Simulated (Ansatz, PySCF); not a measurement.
Gas-phase reaction in SMILES: NCCCC[SiH3] + 5 [H][H] (H2) → 4 C (CH4) + N (NH3) + [SiH4] (SiH4)
Each molecule is optimised on its own at B3LYP-D3(BJ)/def2-TZVP (Ansatz, a program for electronic structure), one conformer each, not searched for the lowest. Frequencies are from Ansatz or PySCF.
Geometry of the first species:
SMILES: C(N)CCC[SiH3]
```xyz
19

N     -3.6467    -0.5573     0.1283
C     -2.4557     0.1824    -0.2935
C     -1.1919    -0.4905     0.2243
C      0.0841     0.2610    -0.1485
C      1.3582    -0.4183     0.3676
Si     2.9409     0.4953    -0.0747
H     -4.4905    -0.0925    -0.1851
H     -3.6504    -1.4845    -0.2827
H     -2.5242     1.1901     0.1263
H     -2.3764     0.3014    -1.3852
H     -1.1377    -1.5106    -0.1741
H     -1.2656    -0.5869     1.3110
H      0.0272     1.2805     0.2474
H      0.1393     0.3634    -1.2374
H      1.4248    -1.4370    -0.0287
H      1.3106    -0.5213     1.4567
H      3.0767     0.6088    -1.5487
H      4.1299    -0.2179     0.4537
H      2.9225     1.8663     0.4940
```
Charge 0, spin multiplicity 1.

Wanted: energy of full hydrogenation (enthalpy at 298 K, with B3LYP-D3(BJ) rigid-rotor harmonic-oscillator terms), in kJ/mol. Valence correlation only, unless marked. No spin-orbit coupling. No relativistic terms. CBS(X,Y): correlation extrapolated as X^-3; Hartree-Fock from the larger set. [CCSD(T)-MP2]/basis is that difference in the basis named.

```
level                                                                             program  energy of full hydrogenation (kJ/mol)
-------------------------------------------------------------------------  --------------  -------------------------------------
HF/STO-3G                                                                          Ansatz                                 -298.9
HF/cc-pV(D+d)Z                                                                     Ansatz                                 -359.4
BLYP-D3(BJ)/def2-TZVPD                                                     Ansatz + dftd3                                 -267.6
r2SCAN/def2-TZVPD                                                                  Ansatz                                 -274.6
r2SCAN-D4/def2-TZVPD                                                       Ansatz + dftd4                                 -267.9
wB97M-V/def2-TZVPD                                                                 Ansatz                                 -269.4
RI-MP2/CBS(aug-cc-pV(T+d)Z,aug-cc-pV(Q+d)Z)+[CCSD(T)-MP2]/aug-cc-pV(T+d)Z          Ansatz                                 -268.0
```
